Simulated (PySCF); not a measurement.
Harmonic spectrum computed at PBE0 in the def2-TZVP basis family (core potentials from Rb on, PySCF, no spin–orbit coupling):

```
symmetry  ω (cm⁻¹)  IR (km/mol)
      a'       395          206
      a'      1007          311
      a'      1451          299
```

Which molecule gave it? In each, all ligands are bound to the one heavy central atom.
A. HBO (singlet)
B. HScO (singlet)
C. HSbO (singlet)
D. HIO (singlet)

B. It has Cs symmetry with Sc–H 1.883 Å, Sc–O 1.660 Å.
